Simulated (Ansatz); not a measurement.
Species: CH6Si2, SMILES `C=[SiH][SiH3]` (charge 0, multiplicity 1), formula CH₆Si₂.

**Question.** How many basis functions does frozen-core CCSD(T)/def2-TZVPP // PBE0-D3(BJ)/def2-TZVP in Ansatz (a first-principles code) use, how many core orbitals are frozen, and how many electrons are correlated?

**Answer.** 199 basis functions and 11 frozen orbitals, which leaves 18 correlated electrons. Core time is of the order of minutes.
